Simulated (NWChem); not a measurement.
BHF, doublet; SMILES [BH]F

In the optimisation the excess spin sits in a' (Cs, its own frame).

Problem. Give the equilibrium geometry at PBE0-D3(BJ)/def2-TZVP, spin-unrestricted (NWChem) as a list of bonds and angles, with the point group.

Solution. point group Cs; any orientation.
Bonded distances (Å): B1–F2 1.301, B1–H3 1.206. Angles (°): F2–B1–H3 121.0.
